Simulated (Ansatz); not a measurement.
Calculated with Ansatz (gas phase, PBE0-D4/def2-TZVP geometries, no zero-point term in ΔE). CCSD(T)/CBS adds triple-zeta CCSD(T) − MP2 to the extrapolated MP2 energy (def2 sets, frozen cores). Functionals use def2-TZVPP. B3LYP here is the variant with VWN-RPA as its local correlation; programs differ in this. For Ge outer-core shells are correlated without core-valence functions, which leaves a few kJ/mol of doubt a bond. Scalar relativity is left out up to krypton. Each species was taken in one conformer, which may not be the lowest.

Reaction (formal exchange of groups at the Si–Cl bond): `Cl[SiH2][SiH2][GeH3]` + `OC(F)[SiH2][SiH3]` → `[SiH3][SiH2][SiH2][SiH2][GeH3]` + `OC(F)Cl`

Q: Is it downhill or uphill in electronic energy at CCSD(T)/CBS, and by how much? (An estimate is asked.)

A: Ansatz gave: Uphill: ΔE = +21.0 kcal/mol.

Q: What do these levels give: PBE-D4, r2SCAN-D4, B3LYP-D4, ωB97M-V, B2PLYP, PBE, r2SCAN, SCS-MP2/def2-TZVPP, CCSD/def2-TZVPP, CCSD(T)/def2-TZVPP, HF/def2-QZVPP, HF/CBS(def2)? (Estimate.)

A: The calculation gave: PBE-D4 15.7, r2SCAN-D4 18.3, B3LYP-D4 20.2, ωB97M-V 21.5, B2PLYP 22.2, PBE 17.1, r2SCAN 18.8, SCS-MP2/def2-TZVPP 22.3, CCSD/def2-TZVPP 21.1, CCSD(T)/def2-TZVPP 19.8, HF/def2-QZVPP 26.6, HF/CBS(def2) 26.6 kcal/mol.

Largest T1 diagnostic among the species: 0.013.

The D4 term adds −2.3 kcal/mol with B3LYP and −1.4 kcal/mol with PBE0; it sums over pairs of atoms, weighted by their polarisabilities, and B3LYP, whose exchange is more repulsive, gets the larger term. In def2-TZVPP, CCSD(T) changes the Hartree–Fock value by −6.4 kcal/mol (the triples alone add −1.4 kcal/mol) and MP2 by −5.1 kcal/mol.
